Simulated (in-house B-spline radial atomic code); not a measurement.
BHandHLYP excitations of the selenium ion Se⁴⁺

Method: BHandHLYP. Computed with an all-electron radial atomic-structure program (B-spline basis): linear response of the closed shell [Ar] 3d10 4s2 with the functional's adiabatic kernel; non-relativistic, point nucleus, no spin-orbit coupling, no double excitations, S, P, D and F terms only; shells from n = 2 respond. Only terms of natural parity with L up to 3 were computed.

Without relativity these are model numbers for so heavy an element.

Command:
```bash
python run_td.py task.json out
```
Settings (radii: box in bohr, nucleus in fm):
```
Z                        34
electrons                30
configuration            [Ar] 3d10 4s2
hamiltonian              nr
method                   bhandhlyp
box_radius               19.1
intervals                54
```

Run time, properties included: 0.7 s on 1 thread of Intel(R) Xeon(R) 6975P-C (Granite Rapids), with other jobs on the host.

The lowest states, in the order of their Tamm-Dancoff energies; the method's threshold (minus the highest occupied level) is 63.41 eV. Labels give the largest channel, * marks a mixed state, and oscillator strengths are full-response dipole values. Semilocal kernels can invert the small singlet-triplet splittings of Rydberg terms. Energies in eV:

```
     state  full response  Tamm-Dancoff  oscillator strength
4s → 4p 3P         10.265        10.526                    -
4s → 4p 1P         15.584        16.174                 1.58
4s → 4d 3D         29.964        29.991                    -
4s → 4d 1D              ?             ?                    -
4s → 5s 3S          34.30         34.31                    -
4s → 5s 1S          35.37         35.40                    -
4s → 5p 3P          38.88         38.89                    -
4s → 5p 1P          39.36         39.41               0.0521
4s → 4f 3F          43.45         43.46                    -
4s → 4f 1F          43.90         43.90                    -
4s → 5d 3D          45.72         45.73                    -
4s → 5d 1D          46.05         46.06                    -
4s → 6s 3S          47.15         47.15                    -
4s → 6s 1S              ?             ?                    -
4s → 6p 3P          49.11         49.11                    -
4s → 6p 1P          49.30         49.31               0.0279
```

(1) Where does 4s → 4d 1D lie?

(2) Where does 4s → 6s 1S lie?

(3) How large is the singlet-triplet splitting of 4s → 4p (P terms) in Tamm-Dancoff?

(4) What polarisabilities and dispersion coefficient does the method give?

Results:

(1) At 31.68 eV in full response, 31.71 eV in Tamm-Dancoff.

(2) At 47.48 eV in full response, 47.49 eV in Tamm-Dancoff.

(3) 5.65 eV, from the unrounded values.

(4) Dipole 5.283 bohr³, quadrupole 8.755 bohr⁵, C6 14.04 hartree·bohr⁶ for two such species.
